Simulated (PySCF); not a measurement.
H6F3NSi3, SMILES N[SiH2][SiH2][Si](F)(F)F, B3LYP/def2-SVP optimised geometry.

```
13

Si    -2.42     0.66     0.01
F     -2.97    -0.08     1.33
F     -3.16     2.10    -0.05
F     -2.98    -0.19    -1.25
Si    -0.09     0.77     0.00
Si     0.91    -1.39     0.00
N      2.65    -1.39     0.00
H      0.30     1.55    -1.21
H      0.30     1.55     1.21
H      0.44    -2.10     1.23
H      0.44    -2.10    -1.22
H      3.16    -1.10    -0.83
H      3.15    -1.11     0.84
```

Density from PySCF with B3LYP/def2-TZVP at that geometry.

Minimum of the electron density along straight lines between bonded atoms, close to the bond critical point (lines longer than 1.1 times the sum of covalent radii, or with two minima, are not listed):

```json
[
 {"bond": "Si1–F2", "length / Å": "1.615", "ρ at the minimum / e bohr⁻³": "0.135", "∇²ρ there / e bohr⁻⁵": "0.91", "position (fraction from the first atom)": "0.42"},
 {"bond": "Si1–F3", "length / Å": "1.614", "ρ at the minimum / e bohr⁻³": "0.136", "∇²ρ there / e bohr⁻⁵": "0.92", "position (fraction from the first atom)": "0.42"},
 {"bond": "Si1–F4", "length / Å": "1.615", "ρ at the minimum / e bohr⁻³": "0.135", "∇²ρ there / e bohr⁻⁵": "0.91", "position (fraction from the first atom)": "0.42"},
 {"bond": "Si1–Si5", "length / Å": "2.332", "ρ at the minimum / e bohr⁻³": "0.095", "∇²ρ there / e bohr⁻⁵": "?", "position (fraction from the first atom)": "0.64"},
 {"bond": "Si5–Si6", "length / Å": "2.380", "ρ at the minimum / e bohr⁻³": "0.091", "∇²ρ there / e bohr⁻⁵": "?", "position (fraction from the first atom)": "0.54"},
 {"bond": "Si6–N7", "length / Å": "1.736", "ρ at the minimum / e bohr⁻³": "0.129", "∇²ρ there / e bohr⁻⁵": "?", "position (fraction from the first atom)": "0.40"},
 {"bond": "Si5–H8", "length / Å": "1.495", "ρ at the minimum / e bohr⁻³": "0.117", "∇²ρ there / e bohr⁻⁵": "0.15", "position (fraction from the first atom)": "0.49"},
 {"bond": "Si5–H9", "length / Å": "1.495", "ρ at the minimum / e bohr⁻³": "0.117", "∇²ρ there / e bohr⁻⁵": "0.15", "position (fraction from the first atom)": "0.49"},
 {"bond": "Si6–H10", "length / Å": "1.491", "ρ at the minimum / e bohr⁻³": "0.121", "∇²ρ there / e bohr⁻⁵": "0.14", "position (fraction from the first atom)": "0.49"},
 {"bond": "Si6–H11", "length / Å": "1.491", "ρ at the minimum / e bohr⁻³": "0.121", "∇²ρ there / e bohr⁻⁵": "0.14", "position (fraction from the first atom)": "0.49"},
 {"bond": "N7–H12", "length / Å": "1.016", "ρ at the minimum / e bohr⁻³": "0.330", "∇²ρ there / e bohr⁻⁵": "-1.56", "position (fraction from the first atom)": "0.73"},
 {"bond": "N7–H13", "length / Å": "1.016", "ρ at the minimum / e bohr⁻³": "0.330", "∇²ρ there / e bohr⁻⁵": "-1.56", "position (fraction from the first atom)": "0.73"}
]
```

Fill in the missing entries.


- Si1–Si5, ∇²ρ there / e bohr⁻⁵: -0.12
- Si5–Si6, ∇²ρ there / e bohr⁻⁵: -0.16
- Si6–N7, ∇²ρ there / e bohr⁻⁵: 0.51
